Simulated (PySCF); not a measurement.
Species: 1,3-diselenane, C4H8Se2, net charge 0, singlet state. SMILES: [Se]1CCC[Se]C1
Structure (B3LYP-D3(BJ)/def2-TZVP (Ansatz) minimum search):
```xyz
14

C     -1.9751    -0.0904     0.3988
C     -1.1506     0.6989     1.4075
Se     0.5088     1.4878     0.6916
C      1.3173    -0.2015     0.1142
Se     0.2558    -1.2252    -1.1765
C     -1.3470    -1.4061    -0.0420
H     -2.9359    -0.3271     0.8727
H     -2.1912     0.5300    -0.4729
H     -1.7107     1.5564     1.7779
H     -0.8824     0.0793     2.2646
H      2.2553     0.0479    -0.3750
H      1.5207    -0.8201     0.9849
H     -2.0404    -1.9788    -0.6563
H     -1.0782    -2.0199     0.8192
```

Dispersion corrections to the total energy (kcal/mol) from the dftd3 and dftd4 libraries through PySCF: D3(BJ) without and D4 with the three-body term, each with the damping fitted for the functional named.

| functional | D3(BJ) | D4 |
|---|---|---|
| LC-wPBE | -10.37 | -11.54 |
| PW6B95 | -5.95 | -8.35 |
| HSE06 | [?] | -8.20 |
| TPSS | [?] | -13.91 |
| PBE | -10.29 | -10.29 |
| BP86 | -17.76 | -14.15 |
| BHLYP | [?] | -13.23 |

Task: Some entries are withheld; supply them.

Result: 
- HSE06, D3(BJ): -7.46
- TPSS, D3(BJ): -13.32
- BHLYP, D3(BJ): -15.16
